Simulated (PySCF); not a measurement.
PySCF 2.14 output of a UHF calculation on a single atom or ion in x2c-QZVPPall with one added diffuse shell each of s, p, d, f type (14s10p8d5f1g, 128 functions), with the spin-free X2C one-electron Hamiltonian (Gaussian nucleus):

```
SCF conv_tol = 1e-09
number electrons alpha = 25  beta = 24
cycle= 1 E= -6173.29428786983  delta_E= -0.00014  |g|= 0.00282  |ddm|= 0.0173
cycle= 2 E= -6173.29429700542  delta_E= -9.14e-06  |g|= 0.000875  |ddm|= 0.00448
cycle= 3 E= -6173.29429810769  delta_E= -1.1e-06  |g|= 0.00012  |ddm|= 0.00214
cycle= 4 E= -6173.29429813651  delta_E= -2.88e-08  |g|= 4.26e-05  |ddm|= 0.000463
cycle= 5 E= -6173.29429813873  delta_E= -2.22e-09  |g|= 1.52e-05  |ddm|= 0.000119
cycle= 6 E= -6173.2942981395  delta_E= -7.76e-10  |g|= 3.22e-06  |ddm|= 0.000101
converged SCF energy = -6173.2942981395  <S^2> = 0.75032887  2S+1 = 2.0003288
```

The run itself started from symmetry-adapted Hartree-Fock orbitals and held the occupation by maximum overlap, so the iterations belong to that start.

Which element, charge and spin multiplicity is this?

Sn⁺ (tin, charge +1), multiplicity 2; the state was [Kr] 4d10 5s2 5d1, 2D determinant (an excited configuration).

The outer electron is Rydberg-like, and this basis confines it to a smaller radius and binds it less than a complete one would.
